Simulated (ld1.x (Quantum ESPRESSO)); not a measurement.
# What the settings do to the TM potential of As

Base potential:

* Element: As
* Generator: ld1.x (Quantum ESPRESSO) 7.5
* Type: norm-conserving Troullier–Martins (Kleinman–Bylander form)
* Functional: PBEsol
* Relativity: scalar-relativistic
* Frozen core: [Ar]
* Valence charge: 15
* Reference configuration: 3d10 4s2 4p2.5 (charge +0.5)
* Partial waves: 4p (bound): rc 1.60 bohr; 3d (bound): rc 0.55 bohr; 4s (bound): rc 1.75 bohr
* Local potential: the s channel
* Core correction: none

Cutoffs, loose and tight: the cutoffs (Ry, on a coarse ladder) from which the occupation-weighted sum of valence levels, in a spherical-Bessel basis at the reference potential, stays within 10 and 1 mRy of its value at 400 Ry. They do not see the model core or the augmentation charge, which bear on the density cutoff. Test errors are all-electron minus pseudo excitation energies from the reference, over the configurations 3d10 4s2 4p3; 3d10 4s2 4p2; 3d10 4s2 4p1; 3d10 4s2 4p3.3; 3d10 4s1 4p0; 3d10 4s1 4p4; 3d9 4s2 4p3. A dash means not determined; rows that change the core or the reference have their own tests. The largest error is taken over the tests solved by every variant that gives reliable tests at all: 3d10 4s1 4p0; 3d10 4s1 4p4; 3d10 4s2 4p1; 3d10 4s2 4p3; 3d10 4s2 4p3.3.

A true bound ghost makes a file unfit for plane-wave use even where its test errors are small: the radial tests pick states by their node count and pass the ghost by. Where a test does run into it, the solver fails or the error is huge.

Cutoffs are not given where the Bessel-basis levels miss the radial ones by over 6 mRy, ghosts where they miss by over 20 mRy; a channel whose overlap is not positive is not tested.

On the changes marked as counting shells twice: ld1.x takes every shell without a wave as core, so the model core holds the marked electrons as well and exchange and correlation see them twice. This cancels in the reference configuration, but the file is broken for other ones, and its errors say nothing about a proper core correction.

| change | outcome | cutoff, loose | cutoff, tight | bound ghosts | largest test error (meV) |
| --- | --- | --- | --- | --- | --- |
| base | generated | – | – | not determined | +18 |
| wave 3d (bound): rc 0.55 bohr becomes 3d (bound): rc 0.40 bohr | generated | – | – | not determined | +18 |
| local potential the d channel | generated | – | – | s, p | -69 |
| core [Ne], valence charge 23; reference 3s2 3p6 3d10 4s1 4p4; waves now 3s (bound): rc 0.95 bohr; 3p (bound): rc 1.00 bohr; 3d (bound): rc 1.05 bohr; local potential the d channel; core correction full core density, not smoothed (it rises at the typed radius of 0.95 bohr, so ld1.x skipped the fit) (4p, 4s counted twice) | generated, misses its reference levels by 2.68 eV | 260 Ry | over 300 Ry | none | +4035 |
| reference 3d10 4s2 4p3 | generated | – | – | not determined | +17 over the solved tests; 1 of 7 tests not solved or not reliable |

(1) What comes out with this change to the base: all radii scaled by about 0.92 (s 1.62, p 1.48, d 0.50 bohr)?

(2) What comes out with this change to the base: type RRKJ; rho0 0.001?

(3) What comes out with this change to the base: wave 4s (bound): rc 1.75 bohr becomes 4s (bound): rc 2.28 bohr?

Answers

(1) outcome: generated; bound ghosts: p; largest test error (meV): +12.

(2) outcome: generated; bound ghosts: not determined; largest test error (meV): +26.

(3) outcome: generated; bound ghosts: p; largest test error (meV): -101.
